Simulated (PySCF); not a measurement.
# C₆ coefficients of unlike pairs at PBE

Calculated with PySCF 2.14 from the dipole response of each species, C₆(A,B) = (3/π) ∫ α_A(iu) α_B(iu) du, in atomic units, from isotropic polarisabilities. For ions this is the dispersion term alone; charge-induced terms of lower order in 1/R come first.

```
species           configuration                                                                                              basis      relativity  α (bohr³)  C₆ (like pair)
    Pd⁺           [Kr] 4d9 (2D)  aug-cc-pVTZ-PP with one added diffuse shell each of s, p, d, f, g type with ECP28MDF (7s7p6d4f3g)  core potential      12.62           77.49
   Cu²⁺           [Ar] 3d9 (2D)                                                                           def2-TZVPPD (6s6p4d2f1g)            none      2.444           5.192
   Ag²⁺           [Kr] 4d9 (2D)                               def2-TZVPPD with the def2 core potential (28 electrons) (6s4p3d2f1g)  core potential      5.078           23.33
    Xe⁺  [Kr] 4d10 5s2 5p5 (2P)  aug-cc-pVQZ-PP with one added diffuse shell each of s, p, d, f, g type with ECP28MDF (8s8p6d4f3g)  core potential      18.42           158.5
```

Estimate C₆ for Xe⁺ with Ag²⁺.

The integral gives 56.89. The combination rule 2 C_A C_B / (C_A α_B/α_A + C_B α_A/α_B) gives 57.62 and the geometric mean 60.80.

No spin-orbit coupling is included.

The other pairs:

| pair | C₆ |
| --- | --- |
| Xe⁺, Pd⁺ | 110.1 |
| Xe⁺, Cu²⁺ | 26.36 |
| Ag²⁺, Pd⁺ | 41.14 |
| Cu²⁺, Pd⁺ | 19.11 |
| Ag²⁺, Cu²⁺ | 10.91 |
